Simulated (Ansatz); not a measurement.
# Abstraction of Cl: GeH3Cl + C3H7 → GeH3 + C3H7Cl

Species: GeH3Cl (chlorogermane) `[Cl][GeH3]`, singlet; C3H7 (methylethyl) `C[CH]C`, doublet; GeH3 `[GeH3]`, doublet; C3H7Cl (2-chloropropane) `CC(C)Cl`, singlet. A radical takes Cl: the energy is the difference in strength between the Ge–Cl bond broken and the C–Cl bond made.

Shapes, held fixed at every level: PBE0-D4/def2-TZVP. Programs: Ansatz 0.2.0. The zero-point and thermal change to 298 K, harmonic and unscaled (PBE0-D4/def2-TZVP), is +4.8 kJ/mol.

| level | kind | ΔH(298 K) (kJ/mol) | less CCSD(T)/def2-TZVPP |
| --- | --- | --- | --- |
| HF/def2-SVP | Hartree–Fock | +88.2 | +36.6 |
| SPW92/def2-TZVPP | LDA | +36.9 | -14.7 |
| r2SCAN-D4/def2-TZVPP | meta-GGA | +64.8 | +13.2 |
| wB97X-V/def2-TZVPP | range-separated hybrid | +58.5 | +6.9 |
| CCSD(T)/def2-SVP | coupled cluster or CI | +44.9 | -6.7 |
| CCSD/def2-SVP | coupled cluster or CI | +49.9 | -1.7 |
| CCSD(T)/def2-TZVPP | coupled cluster or CI | +51.6 | 0.0 |

The highest level, CCSD(T)/def2-TZVPP, gives ΔH(298 K) = +51.6 kJ/mol; the levels span +36.9 to +88.2. The column of differences is taken from that level and isn't an error. No measured value is set beside it here. Open shells run unrestricted unless RO is named. Relativity is left out for Ge unless named. Correlated rows may include outer-core shells of Ge, which these sets cover unevenly.
